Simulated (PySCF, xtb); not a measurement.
Sn(Cl)(OH) (ClHOSn), SMILES [OH][Sn][Cl] (connectivity only; charge and spin as stated), neutral, multiplicity 1. Other conformers were not sampled.

Harmonic wavenumbers (cm⁻¹) from GFN2-xTB in xtb 6.7.1 at its own minimum, in rising order: 128, 312, 351, 365, 509, 3661.

Question: What does PBE-D3(BJ)/def2-TZVP in PySCF give at its own minimum? (An estimate is asked for; the answer gives what the named calculation found.)

Answer: 146, 321, 446, 572, 736, 3687. Paired by order, the mean absolute difference is 97 cm⁻¹ and the zero-point energies are 7.6 and 8.4 kcal/mol.
